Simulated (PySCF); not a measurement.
Species: (F2Al-mu-OH)2.
Geometry (PBE0-D3(BJ)/def2-SVP, Å), atoms numbered from 1 in this order:
```
atom  x, y, z in Å
Al1    1.3606   -0.3080    0.2024
F2     2.5139    0.0351   -0.9366
F3     1.8642   -1.0297    1.6065
O4     0.1795    1.0650    0.4812
Al5   -1.3379    0.2909   -0.1970
F6    -2.4605   -0.0780    0.9646
F7    -1.8769    1.0204   -1.5833
O8    -0.1503   -1.0711   -0.5009
H9     0.3214    1.9451    0.8378
H10   -0.2894   -1.9464   -0.8702
```

The closed-shell ground state was solved at several levels (PySCF, density fitting, gas phase, non-relativistic).

```json
{"level": "PBE0/pcSseg-1 (pcSseg-2 on Al)", "basis functions": "198", "total energy (Eh)": "-1035.6475", "HOMO (eV)": "-10.90", "LUMO (eV)": "-0.86", "gap (eV)": "10.04", "dipole (D)": "0.10"}
{"level": "CAM-B3LYP/def2-SVPD", "basis functions": "202", "total energy (Eh)": "-1035.7619", "HOMO (eV)": "-12.70", "LUMO (eV)": "-0.66", "gap (eV)": "12.04", "dipole (D)": "0.10"}
{"level": "B3LYP/pcSseg-1 (pcSseg-2 on Al)", "basis functions": "198", "total energy (Eh)": "-1036.4679", "HOMO (eV)": "-10.55", "LUMO (eV)": "-1.21", "gap (eV)": "9.34", "dipole (D)": "0.10"}
```

(1) Estimate the row for PBE/pcSseg-1 (pcSseg-2 on Al), a basis of 198 functions; the other rows only guide the guess.

(2) Over all these levels, which gives the widest orbital gap and which the narrowest?

(3) In the pcSseg-1 (pcSseg-2 on Al) basis, how does the gap go with the fixed share of exact exchange?

(4) How far do the dipole and the HOMO energy spread over the levels?

Results:

(1) Total energy -1035.6079 Eh, HOMO -8.80 eV, LUMO -1.76 eV, gap 7.04 eV, dipole 0.09 D.

(2) CAM-B3LYP/def2-SVPD (range-separated hybrid) has the widest, 12.04 eV, and PBE/pcSseg-1 (pcSseg-2 on Al) (GGA) the narrowest, 7.04 eV. Functional and basis both differ between the two, so the spread mixes both effects.

(3) PBE (0 %) 7.04 eV; B3LYP (20 %) 9.34 eV; PBE0 (25 %) 10.04 eV. Each rise in the share widens the gap here.

(4) The dipole runs from 0.09 to 0.10 D (mean 0.10 D) and the HOMO from -12.70 to -8.80 eV.

One conformer stands for the species.
